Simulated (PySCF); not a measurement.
Radial density of Br (bromine, neutral)

UHF, [Ar] 3d10 4s2 4p5, 2P determinant. All numbers are calculated (PySCF 2.14, the spin-free X2C one-electron Hamiltonian (Gaussian nucleus), in x2c-TZVPall (6s5p4d1f, 48 functions)).

```csv
r (bohr),4πr²ρ (e/bohr),4πr²(ρα − ρβ)
0.000643,0.2714,0.0000
0.00108,0.6662,0.0000
0.00182,1.630,0.0000
0.00306,3.878,0.0000
0.00515,8.714,0.0000
0.00866,17.87,0.0000
0.0146,31.39,0.0004
0.0245,42.55,0.0028
0.0412,40.38,0.0122
0.0693,35.98,0.0335
0.117,50.03,0.0373
0.196,39.70,-0.0069
0.330,29.61,0.0678
0.555,31.32,0.0397
0.934,8.710,0.1246
1.57,4.580,0.5979
2.64,1.788,0.2815
4.44,0.1383,0.0173
7.47,0.0002909,0.0000
```

Densities and radii are taken from the X2C orbitals without a picture-change correction, which distorts them close to the nucleus.

**Question.** Where is the radial spin density 4πr²(ρα − ρβ) most negative, and why is it negative at all?

**Answer.** Around r = 0.196 bohr, down to -0.0069 e/bohr: exchange with the open shell polarises the paired shells in an unrestricted calculation.
